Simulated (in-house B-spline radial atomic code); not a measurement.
## RPA and G0W0 on CAM-B3LYP: Yb+

Configuration [Xe] 4f14 6s1, highest spin, mean-field start CAM-B3LYP. Computed with a B-spline radial code for spherical atoms: all electrons, scalar-relativistic (spin-free one-electron X2C), finite nucleus, each spin shell either full or empty, empty states to l = 9 with an (l + 1/2)⁻⁴ tail; G0W0 by contour deformation at full frequency.

Without the two-electron picture change, the correlation of inner shells comes somewhat too large for so heavy an element.

RPA overbinds a lone outer s electron by self-correlation, and G0W0 tends to as well.

Command:
```bash
python run_gw.py task.json out
```
Settings (radii: box in bohr, nucleus in fm):
```
Z                        70
electrons                69
configuration            [Xe] 4f14 6s1
hamiltonian              x2c
method                   camb3lyp
lmax                     9
rms_radius               5.3108
spin_polarised           True
box_radius               23.78
intervals                70
ion_configuration        [Xe] 4f14
```

Time taken, with all properties: 27 s on 1 thread of Arm Neoverse N1 (shared host).

Energies (hartree):

```csv
term,value
mean-field total,-14060.42295
Hartree-Fock functional on these orbitals,-14054.42973
direct second order,-7.7559
second-order exchange,1.8765
SOSEX correction,1.6982
```

What is the RPA correlation energy, and what remains with SOSEX?

RPA gives -6.3221 hartree (-2.49 eV per electron); RPA + SOSEX gives -4.6239, and the second-order doubles -5.8794 hartree (no singles). RPA lacks exchange-type terms and so overcorrelates at short range.

Quasi-particle levels (eV):

```csv
level,occupied,mean field,Σx - vxc,Σc,QP weight,G0W0
6s up,yes,-11.216,-0.18,?,?,?
6s down,no,-7.385,2.65,-1.55,0.932,-6.294
```

G0W0 = mean field + (Σx - vxc) + Σc, with Σc (partial-wave tail included) taken at the quasi-particle energy. Only the outer levels were computed. Levels of low weight are left out.

Where does G0W0 put 6s up?

At -12.554 eV, with Σc = -1.15 eV and a quasi-particle weight of 0.955. The tabulated removal energy is 12.179 eV (NIST, measured); the calculation leaves out spin-orbit coupling, Breit and QED terms, and what these don't explain is the method's own error.

What does it cost to remove one electron (to [Xe] 4f14) by differences of total energies, each species on its own start (correlation terms add to the Hartree-Fock functional)?

CAM-B3LYP 12.369 eV, Hartree-Fock functional 11.141 eV, + RPA 12.367 eV, + RPA + SOSEX 11.954 eV, + second order 12.964 eV. Tabulated: 12.179 eV (NIST, measured); the calculation leaves out spin-orbit coupling, Breit and QED terms, and what these don't explain is the method's own error.
